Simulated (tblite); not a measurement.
C3H2ClN3.
InChI=1S/C3H2ClN3/c4-3-1-5-7-6-2-3/h1-2H

Calculated harmonic vibrations of the isolated species, GFN2-xTB (tblite), most abundant isotopes, no scaling. Against measured fundamentals such values can be off by several per cent, at times by over 20.

Harmonic wavenumbers (cm⁻¹): 118.8, 262.4, 310.2, 401.4, 410.3, 640.1, 743.8, 749.0, 839.9, 914.9, 1038.6, 1068.4, 1123.9, 1130.5, 1164.4, 1332.0, 1349.4, 1461.3, 1469.9, 3075.5, 3076.6.

A = 6465, B = 1617, C = 1293 MHz; mass 114.994 u (most abundant isotopes); point group C2v, symmetry number 2.

**Question.** Zero-point energy?

**Answer.** ½Σν̃ = 11341 cm⁻¹ = 32.42 kcal/mol.

**Question.** What is S at 400 K and 1 bar for an ideal gas of classical rigid rotors and harmonic oscillators?

**Answer.** Translation 41.62, rotation 27.06, vibration 14.33: S = 83.0 cal/(mol K).

**Question.** And Cp and H(400 K) − H(0)?

**Answer.** Cp = 26.68 cal/(mol K), of which vibrations give 18.73 (their classical limit is 21 R = 41.7); H(400 K) − H(0) = 6.58 kcal/mol without the zero-point energy, 3.40 from vibrations.

**Question.** What must be added to the electronic energy to get the Gibbs energy at 400 K and 1 bar?

**Answer.** ZPE + [H(400 K) − H(0)] − T·S = 32.42 + 6.58 − 33.20 = 5.80 kcal/mol.

**Question.** Blend soft modes into free rotors: weight 1/[1 + (100 cm⁻¹/ν̃)⁴] for the oscillator and the rest for a rotor with moment μB/(μ + B), μ = h/(8π²ν), B = 10⁻⁴⁴ kg m². What vibrational entropy results?

**Answer.** 14.09 cal/(mol K) in place of 14.33, which changes −T·S at 400 K by +0.09 kcal/mol.

Hindered rotation and anharmonicity are outside this model.

Time: 0.16 s of wall time. Hardware: Arm Neoverse V2, one thread, on a shared host. This covers the Hessian and the dipole derivatives.
